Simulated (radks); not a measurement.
Results of a calculation; reference values are marked as such.
Numerical settings for the technetium ion Tc+, [Kr] 4d5 5s1. Code: a radial shooting solver on a logarithmic mesh with Libxc functionals. Model: scalar-relativistic Kohn-Sham, PBE, spin-polarised, spherical densities, finite nucleus; open shells are filled with parallel spins first (spin-orbit coupling, left out, can overturn this in heavy ions); Fermi nuclear charge, rms radius 4.4112 fm. The defaults (mesh step 0.008 in ln r, mesh end at 40 bohr or more with all orbitals vanishing there, Anderson mixing 0.5 over 9 steps, residual threshold near 1e-9 with the energy settled to 1e-9 hartree or 1e-11 of itself, here a cap of 70 iterations) give E = -4285.4260 hartree and 5s at -12.157 eV in 14 iterations. Run on one thread of a shared host, so times are rough (Arm Neoverse V1): 0.19 s of CPU time, 0.19 s wall, 14 iterations on 2314 mesh points. Changes against that run (0 stands for a change within the tolerance of the run):

setting                    iterations  converged  E (mhartree)  e(5s) (meV)  CPU (s)
mesh step in ln r 0.012            14        yes             0            0     0.13
mesh step in ln r 0.005            18        yes             0            0     0.35
mesh step in ln r 0.08              4         no      diverged            -     0.03
mesh end (bohr) 8                  15        yes        +0.621        +35.2     0.19
mesh end (bohr) 20                 14        yes             0            0     0.19
residual threshold 1e-16           70         no             0            0     0.46
residual threshold 1e-13           70         no             0            0     0.46
mixing 1.5                         19        yes             0            0     0.23
linear mixing, mixing 0.5          30        yes             0            0     0.33
linear mixing, mixing 1            21         no      diverged            -     0.46
mixing history 2                   23        yes             0            0     0.25
iteration cap 8                     8         no             0       +0.306     0.12

No run marked as converged misses the energy by more than 1 mhartree. A mesh that ends early acts as a hard wall.
